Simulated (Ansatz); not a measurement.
Wavefunction ladder for `NC(=O)[SiH2]F`

| atom | x (Å) | y (Å) | z (Å) |
| --- | --- | --- | --- |
| N1 | 0.656 | -0.637 | -1.268 |
| C2 | -0.432 | -0.351 | -0.525 |
| O3 | -1.569 | -0.667 | -0.833 |
| Si4 | -0.265 | 0.599 | 1.115 |
| F5 | 1.279 | 0.949 | 1.395 |
| H6 | 0.548 | -1.141 | -2.135 |
| H7 | 1.575 | -0.356 | -0.973 |
| H8 | -1.027 | 1.862 | 1.012 |
| H9 | -0.763 | -0.258 | 2.212 |

Charge 0, multiplicity 1. The structure was optimised at the PBE0-D4/def2-TZVP level. It is one conformer, not always the lowest. Frozen core, restricted reference, Ansatz. CBS rows extrapolate triple and quadruple zeta; past MP2 they add the triple-zeta difference.

| basis | HF (Eh) | MP2 corr. |
| --- | --- | --- |
| def2-SVP | -557.64549 | -0.75627 |
| def2-TZVPP | -558.08626 | -0.96433 |
| def2-QZVPP | -558.10812 | -1.04276 |

(1) Estimate the CCSD correlation energy and the (T) correction in each basis where they were run (hartree).

## Answers

(1) 
```
     basis  CCSD corr.       (T)
  def2-SVP    -0.78741  -0.02149
def2-TZVPP    -0.98587  -0.03820
 CBS(def2)    -1.12238     as TZ
```
